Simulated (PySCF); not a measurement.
Species: MoNMe3, C₃H₉MoN (singlet state).
Bonds: Mo1–N2, Mo1–C3, Mo1–C7, Mo1–C11. Hydrogens: H4, H5, H6 on C3; H8, H9, H10 on C7; H12, H13, H14 on C11.

Computed by this run: PBE0-D3(BJ)/def2-SVP geometry optimisation, gas phase, def2 core potentials past Kr in PySCF 2.14.0; density fitting, grid level 1; the optimiser is geomeTRIC in internal coordinates, started from a GFN2-xTB structure with every atom displaced at random (about 0.03 Å).

Step 0: E = -6592.8141 eV
```
atom  x, y, z in Å  |  force x, y, z in eV/Å
Mo1     0.0649   -0.0731    0.3630   -2.712   1.781   3.853
N2     -0.0054   -0.0049    2.0616    0.544  -0.370  -4.191
C3      2.0223    0.0082   -0.1658    3.557   1.247   0.558
H4      2.7420    0.8565    0.3043   -1.889  -1.491  -0.816
H5      2.2287    0.0553   -1.2671   -0.485  -0.032   0.360
H6      2.5693   -0.8926    0.2026   -0.347  -0.041  -0.067
C7     -1.0242    1.7902   -0.1319    0.897  -0.941   1.404
H8     -2.0374    1.8155    0.2471   -0.701  -0.446   0.538
H9     -1.1271    1.9557   -1.1711    0.167   0.091  -1.849
H10    -0.5764    2.6881    0.3152    0.435  -0.058   0.113
C11    -1.0538   -1.8173   -0.0923    0.333   2.279  -2.059
H12    -2.0507   -1.7859    0.2704   -1.439   0.424   0.695
H13    -0.6510   -2.6743    0.2997    1.492  -2.657   1.346
H14    -1.1207   -1.9650   -1.1923    0.150   0.213   0.114
```

**Question.** Estimate the geometry and energy of step 1. (The exact step hangs on the optimiser's Hessian estimate; all steps are aligned on step 0, rigid shifts and turns removed.)

**Answer.** E = -6593.5407 eV, largest force 3.169 eV/Å
```
atom  x, y, z in Å  |  force x, y, z in eV/Å
Mo1     0.0003   -0.0042    0.3475    0.410  -0.391  -2.907
N2     -0.0087    0.0166    1.9271    0.068   0.026   3.168
C3      2.0253    0.0251   -0.1557    0.885  -0.275  -0.030
H4      2.6299    0.8251    0.2999   -0.222   0.225   0.120
H5      2.1931    0.0790   -1.2485   -0.197  -0.043   0.013
H6      2.5262   -0.8959    0.2130   -0.254  -0.019  -0.080
C7     -1.0001    1.7092   -0.1162   -0.665   0.943  -0.187
H8     -2.0245    1.6801    0.3001    0.052  -0.026   0.009
H9     -1.0698    1.8610   -1.2088    0.062  -0.033   0.016
H10    -0.5049    2.5809    0.3458    0.021  -0.004  -0.020
C11    -1.0440   -1.7403   -0.0983   -0.188  -0.474  -0.242
H12    -2.0732   -1.6763    0.2967    0.035   0.017   0.046
H13    -0.5758   -2.6392    0.3380   -0.014   0.043   0.044
H14    -1.0933   -1.8650   -1.1973    0.006   0.011   0.050
```

The energy changes by -0.7266 eV. The first-order estimate −F·Δx gives -1.8236 eV and the mean of the old and new forces, exact on a quadratic surface, -0.6531 eV. The step makes an angle of 61° with the force vector and moves no atom by more than 0.146 Å.

The cost below is that of the whole optimisation. Time: 69 s; peak memory 0.49 GiB. Hardware: Arm Neoverse V1, one thread, on a shared host.
